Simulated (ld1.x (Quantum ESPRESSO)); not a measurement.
**An all-electron radial function and its pseudo partner (Cl)**

Columns: radius, all-electron u(r) and pseudo u(r) of the 3p shell (level -8.71 eV) of chlorine in the configuration [Ne] 3s2 3p5; LDA (PZ), scalar-relativistic, PAW scheme, ld1.x (Quantum ESPRESSO) 7.5.

```csv
r (bohr),all-electron,pseudo
0.072,0.1275,-0.0058
0.145,0.2870,-0.0234
0.217,0.3599,-0.0516
0.290,0.3476,-0.0900
0.362,0.2749,-0.1363
0.435,0.1651,-0.1900
0.507,0.0402,-0.2480
0.580,-0.0900,-0.3099
0.652,-0.2132,-0.3722
0.725,-0.3276,-0.4351
0.798,-0.4288,-0.4961
0.870,-0.5145,-0.5529
0.942,-0.5862,-0.6051
1.015,-0.6450,-0.6524
1.088,-0.6910,-0.6928
1.160,-0.7249,-0.7251
1.232,-0.7488,-0.7488
1.305,-0.7640,-0.7640
1.378,-0.7715,-0.7715
1.450,-0.7723,-0.7723
1.522,-0.7679,-0.7679
1.595,-0.7589,-0.7589
1.668,-0.7461,-0.7461
1.740,-0.7306,-0.7306
1.812,-0.7128,-0.7128
1.885,-0.6930,-0.6930
```

**Question.** How many radial nodes do the two functions have?

**Answer.** The all-electron 3p function has n − l − 1 = 1; the pseudo-wave has 0, since the states of the same l below it are removed with the core.

**Question.** At about which radius was the pseudo-wave matched?

**Answer.** 1.20 bohr, where the columns begin to agree (steps of 0.07 bohr).

**Question.** Is the pseudo-wave norm-conserving?

**Answer.** No, it belongs to a PAW set: the norm inside the radius is not constrained, and the difference is carried by the augmentation charge.
